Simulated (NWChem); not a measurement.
System: thiourea (CH$_{4}$N$_{2}$S); SMILES NC(N)=S

NWChem input:

```
start job
memory heap 200 mb stack 900 mb global 1100 mb
geometry units angstroms noautosym nocenter noautoz
  N     -0.060964     1.147994    -1.048644
  C      0.000000     0.000000    -0.307494
  N      0.060964    -1.147994    -1.048644
  S      0.000000     0.000000     1.366947
  H      0.321442     1.152153    -1.986906
  H      0.051260     2.005102    -0.525812
  H     -0.321442    -1.152153    -1.986906
  H     -0.051260    -2.005102    -0.525812
end
basis spherical
  N library pcsseg-1
  C library pcsseg-1
  S library pcsseg-1
  H library pcsseg-1
end
dft
  xc slater vwn_5
  iterations 150
end
property
  shielding 5 1 2 4 5 6
end
task dft property
```

Parts of the log:

```
             Northwest Computational Chemistry Package (NWChem) 7.3.0
             --------------------------------------------------------

                             Geometry "geometry" -> ""
                             -------------------------

 Output coordinates in angstroms (scale by  1.889725989 to convert to a.u.)

  No.       Tag          Charge          X              Y              Z
 ---- ---------------- ---------- -------------- -------------- --------------
    1 N                    7.0000    -0.06096400     1.14799400    -1.04864400
    2 C                    6.0000     0.00000000     0.00000000    -0.30749400
    3 N                    7.0000     0.06096400    -1.14799400    -1.04864400
    4 S                   16.0000     0.00000000     0.00000000     1.36694700
    5 H                    1.0000     0.32144200     1.15215300    -1.98690600
    6 H                    1.0000     0.05126000     2.00510200    -0.52581200
    7 H                    1.0000    -0.32144200    -1.15215300    -1.98690600
    8 H                    1.0000    -0.05126000    -2.00510200    -0.52581200

 Effective nuclear repulsion energy (a.u.)     156.7492534933

                              NWChem Property Module
                              ----------------------

  itol2e modified to match energy
  convergence criterion.

                                 NWChem DFT Module
                                 -----------------

 Summary of "ao basis" -> "ao basis" (spherical)
 ------------------------------------------------------------------------------
       Tag                 Description            Shells   Functions and Types
 ---------------- ------------------------------  ------  ---------------------
 N                          pcsseg-1                 7       17   3s3p1d
 C                          pcsseg-1                 7       17   3s3p1d
 S                          pcsseg-1                10       24   4s5p1d
 H                          pcsseg-1                 3        5   2s1p

  itol2e modified to match energy
  convergence criterion.

            General Information
            -------------------
          SCF calculation type: DFT
          Wavefunction type:  closed shell.
          No. of atoms     :     8
          No. of electrons :    40
           Alpha electrons :    20
            Beta electrons :    20
          Charge           :     0
          Spin multiplicity:     1
          Use of symmetry is: off; symmetry adaption is: off
          Maximum number of iterations: 150
          AO basis - number of functions:    95
                     number of shells:    43
          Convergence on energy requested:  1.00D-07
          Convergence on density requested:  1.00D-05
          Convergence on gradient requested:  5.00D-04

              XC Information
              --------------
                        Slater Exchange Functional  1.000 local
                      VWN V Correlation Functional  1.000 local

             Grid Information
             ----------------
          Grid used for XC integration:  fine
          Radial quadrature: Mura-Knowles
          Angular quadrature: Lebedev.
          Tag              B.-S. Rad. Rad. Pts. Rad. Cut. Ang. Pts.
          ---              ---------- --------- --------- ---------
          N                   0.65       70          10.0       590
          C                   0.70       70           8.0       590
          S                   1.00      123          11.0       770
          H                   0.35       60          11.0       590
          Grid pruning is: on
          Number of quadrature shells:   573
          Spatial weights used:  Erf1

      Superposition of Atomic Density Guess
      -------------------------------------

 Sum of atomic energies:        -545.66742275

      Non-variational initial energy
      ------------------------------

 Total energy =    -547.747457
 1-e energy   =   -1060.095922
 2-e energy   =     355.599211
 HOMO         =      -0.298642
 LUMO         =       0.027046

   convergence    iter        energy       DeltaE   RMS-Dens  Diis-err
 ---------------- ----- ----------------- --------- --------- ---------
 d= 0,ls=0.0,diis     1   -545.4718461354 -7.02D+02  2.25D-02  1.55D+00
 d= 0,ls=0.0,diis     2   -544.9742461032  4.98D-01  2.31D-02  4.33D+00
 d= 0,ls=0.0,diis     3   -545.5041641877 -5.30D-01  8.67D-03  5.69D-01
 d= 0,ls=0.0,diis     4   -545.5696855245 -6.55D-02  2.48D-03  1.76D-01
 d= 0,ls=0.0,diis     5   -545.5873819469 -1.77D-02  6.85D-04  5.76D-03
  Resetting Diis
 d= 0,ls=0.0,diis     6   -545.5879397451 -5.58D-04  2.67D-04  5.66D-04
 d= 0,ls=0.0,diis     7   -545.5880375830 -9.78D-05  1.15D-04  3.57D-05
 d= 0,ls=0.0,diis     8   -545.5880295984  7.98D-06  9.24D-05  9.62D-05
 d= 0,ls=0.0,diis     9   -545.5880399596 -1.04D-05  3.67D-05  1.15D-05
 d= 0,ls=0.0,diis    10   -545.5880415972 -1.64D-06  4.38D-06  1.47D-07
 d= 0,ls=0.0,diis    11   -545.5880416241 -2.70D-08  5.34D-07  1.29D-08

[...]

          -----------------------------------------
          Chemical Shielding Tensors (GIAO, in ppm)
          -----------------------------------------

                                NWChem CPHF Module
                                ------------------

  scftype          =     RHF
  nclosed          =       20
  nopen            =        0
  variables        =     1500
  # of vectors     =        3
  tolerance        = 0.10D-03
  level shift      = 0.00D+00
  max iterations   =       50
  max subspace     =       30

 SCF residual:    1.9225214056953230E-005

Iterative solution of linear equations
  No. of variables     1500
  No. of equations        3
  Maximum subspace       30
        Iterations       50
       Convergence  1.0D-04

   iter   nsub   residual    time
   ----  ------  --------  ---------
     1      3    1.12D-05      47.4

      Atom:    1  N
        Diamagnetic
    304.9039      0.6634     -3.7208
      0.6634    330.9792     -3.9409
     -3.7208     -3.9409    326.8367

        Paramagnetic
   -174.3045      0.5483     13.1682
      0.5483   -148.6388    -77.1939
     13.1682    -77.1939   -207.6557

        Total Shielding Tensor
    130.5994      1.2118      9.4473
      1.2118    182.3403    -81.1349
      9.4473    -81.1349    119.1810

           isotropic =     144.0402
          anisotropy =     140.9398

          Principal Components and Axis System
                 1           2           3
              238.0001    131.4842     62.6363

      1        -0.0405      0.9915     -0.1240
      2         0.8237      0.1034      0.5576
      3        -0.5656      0.0796      0.8208

      Atom:    2  C
        Diamagnetic
    234.5042     -0.6958     -0.0000
     -0.6958    265.1980      0.0000
     -0.0000      0.0000    260.6944

        Paramagnetic
   -131.2623      0.0385     -0.0000
      0.0385   -410.4118      0.0000
     -0.0000      0.0000   -249.2049

        Total Shielding Tensor
    103.2419     -0.6573     -0.0000
     -0.6573   -145.2138      0.0000
     -0.0000      0.0000     11.4896

           isotropic =     -10.1608
          anisotropy =    -202.5822

          Principal Components and Axis System
                 1           2           3
             -145.2156    103.2437     11.4896

      1         0.0026      1.0000      0.0000
      2         1.0000     -0.0026      0.0000
      3        -0.0000     -0.0000      1.0000

      Atom:    3  S
        Diamagnetic
   1052.4100     -0.1031     -0.0000
     -0.1031   1051.5267      0.0000
     -0.0000      0.0000   1064.2154

        Paramagnetic
   -549.4458     10.8522     -0.0000
     10.8522   -884.8631      0.0000
     -0.0000      0.0000   -831.2613

        Total Shielding Tensor
    502.9642     10.7491     -0.0000
     10.7491    166.6636      0.0000
     -0.0000      0.0000    232.9542

           isotropic =     300.8606
          anisotropy =     303.6701

          Principal Components and Axis System
                 1           2           3
              503.3074    232.9542    166.3204

      1         0.9995      0.0000     -0.0319
      2         0.0319      0.0000      0.9995
      3        -0.0000      1.0000     -0.0000

      Atom:    4  H
        Diamagnetic
     22.9788      0.8615     -6.6167
      0.8615     27.9809     -2.6251
     -6.6167     -2.6251     40.6802

        Paramagnetic
     -0.6542      0.4712      3.5136
      0.4712     -2.1563     -1.3980
      3.5136     -1.3980     -9.2924

        Total Shielding Tensor
     22.3245      1.3327     -3.1031
      1.3327     25.8246     -4.0231
     -3.1031     -4.0231     31.3878

           isotropic =      26.5123
          anisotropy =      11.8825

          Principal Components and Axis System
                 1           2           3
               34.4340     23.7415     21.3614

      1        -0.2680     -0.1005      0.9582
      2        -0.4416      0.8967     -0.0295
      3         0.8562      0.4310      0.2847

      Atom:    5  H
        Diamagnetic
     20.3776      1.5828      0.2849
      1.5828     40.8907      5.0686
      0.2849      5.0686     29.0400

        Paramagnetic
      1.3254     -0.7313     -0.5490
     -0.7313     -8.0694     -3.7213
     -0.5490     -3.7213     -4.3118

        Total Shielding Tensor
     21.7030      0.8515     -0.2640
      0.8515     32.8212      1.3473
     -0.2640      1.3473     24.7282

           isotropic =      26.4175
          anisotropy =      10.0173

          Principal Components and Axis System
                 1           2           3
               33.0957     24.5635     21.5933

      1         0.0700     -0.1340      0.9885
      2         0.9852     -0.1461     -0.0896
      3         0.1564      0.9802      0.1218
```

Level: LDA (Slater exchange, VWN5)/pcSseg-1, GIAO. Geometry: optimised at B3LYP/6-31G* (spherical d). The output numbers the shielded atoms by their place in the input's list. The printed shielding anisotropy is the first printed principal value minus the mean of the other two.
